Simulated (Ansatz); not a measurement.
A set of 12 reactions (isomerisation), with CCSD(T)/CBS values in kJ/mol:

| reaction | ΔE |
| --- | --- |
| `O=C1C[SiH2]1` → `C#C[SiH2]O` | -196.0 |
| `Cl[SiH2]OC1CO1` → `O[SiH2]/C(O)=C\Cl` | 45.8 |
| `F/C=C(\F)C(F)F` → `FC(F)=CC(F)F` | -40.3 |
| `CC1(F)BO1` → `O/C=C/BF` | -136.5 |
| `C/C(F)=[CH]/[GeH3]` → `C=C[CH2][GeH2][F]` | -115.4 |
| `[SiH3][GeH2][GeH2][SiH2][GeH3]` → `[SiH3][GeH2][SiH2][GeH2][GeH3]` | -0.3 |
| `COC(C)Cl` → `COCCCl` | 34.0 |
| `[SiH2]1[SiH2][GeH2][GeH2][SiH2]1` → `[SiH2]1[SiH2][GeH2][SiH2][GeH2]1` | -0.1 |
| `C[SiH2][Se]C` → `CC[Se][SiH3]` | 42.9 |
| `C[SiH2][Se]C` → `CC[SiH2][SeH]` | 2.0 |
| `C#CC[SiH2]F` → `FC1C=C[SiH2]1` | 163.3 |
| `CC[NH][SbH2]` → `C[CH](N)[SbH2]` | 13.0 |

Calculated with Ansatz (gas phase, PBE0-D4/def2-TZVP geometries, no zero-point term in ΔE). CCSD(T)/CBS adds triple-zeta CCSD(T) − MP2 to the extrapolated MP2 energy (def2 sets, frozen cores). Double bonds are as drawn, so ΔE can hold a change between cis and trans. Functionals use def2-TZVPP. B3LYP here is the variant with VWN-RPA as its local correlation; programs differ in this. def2 core potentials past Kr. For Ge, Sb, Se outer-core shells are correlated without core-valence functions, which leaves a few kJ/mol of doubt a bond. Scalar relativity is left out up to krypton. Each species was taken in one conformer, which may not be the lowest.

(1) Give the mean, mean absolute and largest difference (level minus CCSD(T)/CBS, kJ/mol) for: PBE-D4, r2SCAN-D4, PBE0-D4, B3LYP-D4, PBE, B3LYP, HF/def2-TZVPP, MP2/def2-TZVPP, SCS-MP2/def2-TZVPP, CCSD(T)/def2-TZVPP, HF/def2-QZVPP, MP2/def2-QZVPP, HF/CBS(def2), MP2/CBS(def2). (Estimate.)

The largest T1 diagnostic in the set is 0.017, for `O=C1C[SiH2]1` (customary mark 0.02).

CCSD(T)/CBS is a level of theory with its own doubt, and the functionals carry their triple-zeta basis error, so these figures describe this set and don't rank the functionals.

Results:

(1) The calculation gave: 
```json
{"level": "PBE-D4", "mean": "5.0", "mean absolute": "12.2", "largest": "68.1"}
{"level": "r2SCAN-D4", "mean": "4.6", "mean absolute": "8.3", "largest": "40.5"}
{"level": "PBE0-D4", "mean": "3.7", "mean absolute": "10.3", "largest": "51.0"}
{"level": "B3LYP-D4", "mean": "1.9", "mean absolute": "4.4", "largest": "22.7"}
{"level": "PBE", "mean": "5.3", "mean absolute": "11.7", "largest": "67.5"}
{"level": "B3LYP", "mean": "2.4", "mean absolute": "4.2", "largest": "21.7"}
{"level": "HF/def2-TZVPP", "mean": "-1.1", "mean absolute": "11.2", "largest": "-30.0"}
{"level": "MP2/def2-TZVPP", "mean": "0.7", "mean absolute": "3.6", "largest": "12.5"}
{"level": "SCS-MP2/def2-TZVPP", "mean": "0.7", "mean absolute": "4.1", "largest": "12.0"}
{"level": "CCSD(T)/def2-TZVPP", "mean": "0.8", "mean absolute": "1.9", "largest": "6.2"}
{"level": "HF/def2-QZVPP", "mean": "-1.0", "mean absolute": "11.7", "largest": "-30.9"}
{"level": "MP2/def2-QZVPP", "mean": "0.2", "mean absolute": "4.1", "largest": "14.7"}
{"level": "HF/CBS(def2)", "mean": "-0.9", "mean absolute": "11.8", "largest": "-31.0"}
{"level": "MP2/CBS(def2)", "mean": "-0.2", "mean absolute": "4.4", "largest": "15.1"}
```
